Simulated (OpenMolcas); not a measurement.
Rh3+ (d6) in a complex was computed by CASSCF with the d shell active (OpenMolcas, ANO-RCC-VDZP on the metal). Its lowest spin-free states, and all those of the highest spin:

```json
{"2S+1": "5", "Degeneracy": "1", "E (cm-1)": "0.0"}
{"2S+1": "3", "Degeneracy": "1", "E (cm-1)": "4656"}
{"2S+1": "5", "Degeneracy": "1", "E (cm-1)": "5399"}
{"2S+1": "3", "Degeneracy": "2", "E (cm-1)": "6640"}
{"2S+1": "1", "Degeneracy": "1", "E (cm-1)": "11496"}
{"2S+1": "1", "Degeneracy": "1", "E (cm-1)": "13339"}
{"2S+1": "1", "Degeneracy": "1", "E (cm-1)": "13643"}
{"2S+1": "3", "Degeneracy": "2", "E (cm-1)": "13891"}
{"2S+1": "1", "Degeneracy": "2", "E (cm-1)": "14941"}
{"2S+1": "3", "Degeneracy": "1", "E (cm-1)": "15112"}
{"2S+1": "5", "Degeneracy": "2", "E (cm-1)": "15304"}
{"2S+1": "3", "Degeneracy": "1", "E (cm-1)": "15625"}
{"2S+1": "5", "Degeneracy": "1", "E (cm-1)": "17051"}
```

Question: Is the site octahedral, tetrahedral or cube-like, axial, or of lower symmetry?

Answer: The states with 2S+1 = 5 have orbital degeneracies 1, 1, 2, 1. There are pairs but no triples, so the site is axial: not cubic, but with a proper or improper axis of order three or more. The run had Rh3+ with 4 ligands (hydroxide) in tetrahedral coordination (S4) at 1.87 Å. A charge of +0.25 e stands 2.6 Å behind each ligand. Ligand basis ANO-RCC-VDZP.

Without dynamic correlation the repulsion within the d shell is too large (B by tens of per cent), so at a given field states of lower spin stand too high. This shell can be high or low spin here, a state of another spin lies low, and with metal d orbitals alone active their balance is uncertain, so the ground spin may be wrong. The least metal-like active orbital is 75 % on the metal (Löwdin) and no ligand orbital is active, so the numbers are rough. With metal d orbitals alone the field can be off either way by tens of per cent. Ligand-to-metal charge-transfer states are missing. With no ligand orbital active B as a rule stays too high, so bands that hang on it stand too high and its fall with covalency is understated. No measured value stands beside these numbers; the geometry is a model, was not optimised and need not be the one that this ion takes.
